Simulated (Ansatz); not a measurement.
A structure relaxed at PBE-D4/def2-SVP in Ansatz, charge 0, doublet:

Cartesian coordinates in Å:
```
Rb -2.8961 0.6454 -0.2802
Rb -2.7519 2.3497 -4.5303
Rb 1.4687 -1.8219 3.8969
Rb 1.6890 -0.2184 -0.3500
Br 3.8225 -1.3825 1.8324
Br -0.8613 -0.7080 1.9196
Br -0.4710 1.1357 -2.4885
```

Give its formula.

the cluster Rb4Br3.

Summarise the bond lengths by kind (pairs closer than 1.2 times the sum of covalent radii, bridged metal pairs left out).

8 × Br–Rb 3.16 to 3.45 Å.

In the def2 sets Rb takes a core potential; there is no spin–orbit coupling. Another isomer (doublet) lies 0.42 eV lower at PBE0-D4/def2-TZVP; other spin states weren't run for this one.
